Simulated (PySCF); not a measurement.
Si(OSiH3)2(F)2 (F2H6O2Si3), SMILES O([Si](O[SiH3])(F)F)[SiH3]. Geometry: PBE-D3(BJ)/def2-SVP. Other conformers were not sampled.

Computed equilibrium geometry at PBE-D3(BJ)/def2-SVP (PySCF confirms it by a frequency run) as a Z-matrix (one conformer of several):
```
O
Si 1 1.6398
F 2 1.6156 1 110.28
F 2 1.6189 3 106.42 1 118.85
O 2 1.6341 3 109.54 4 119.13
Si 1 1.6885 2 139.97 3 92.11
Si 5 1.6893 2 136.27 3 122.55
H 7 1.4975 5 106.91 2 176.29
H 6 1.4981 1 107.04 2 -165.18
H 6 1.5014 9 110.10 1 119.04
H 7 1.5018 8 110.21 5 -119.55
H 6 1.5022 9 110.24 10 121.19
H 7 1.5026 8 110.12 11 -120.96
```
Charge 0, spin multiplicity 1.
